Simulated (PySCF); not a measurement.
# `C(=C=CC#C)B(F)F`, C₅H₃BF₂

Geometry (Å), atoms numbered from 1 in this order:
```xyz
11

C    -2.413    0.532   -1.683
C    -1.864    0.417   -0.608
C    -1.251    0.278    0.669
C     0.042    0.401    0.883
C     1.333    0.492    1.099
B     2.250   -0.754    1.005
F     3.554   -0.643    1.174
F     1.770   -1.957    0.757
H    -2.893    0.635   -2.639
H    -1.897    0.055    1.529
H     1.764    1.473    1.337
```

Theory: PySCF, quadratic response CAM-B3LYP/def2-TZVPD first hyperpolarisability, Taylor convention, gas phase. Geometry: PBE0-D3(BJ)/def2-SVP.

**Question.** Give the tensor of the second harmonic β(−2ω;ω,ω) at 1907 nm in the axes of these coordinates.

**Answer.** In au, Taylor convention; rows are the first index (the induced dipole):
```csv
,xx,yy,zz,xy,xz,yz
x,+19.6,-8.5,+15.4,+22.3,+3.3,-0.4
y,+21.8,-28.7,-9.2,-8.6,-0.4,+8.9
z,+3.1,+9.2,+26.1,-0.4,+14.7,-9.3
```
Norm of βᵢ = ⅓ Σⱼ (βᵢⱼⱼ + βⱼᵢⱼ + βⱼⱼᵢ): 48.9 au, hyper-Rayleigh value 25.3 au.
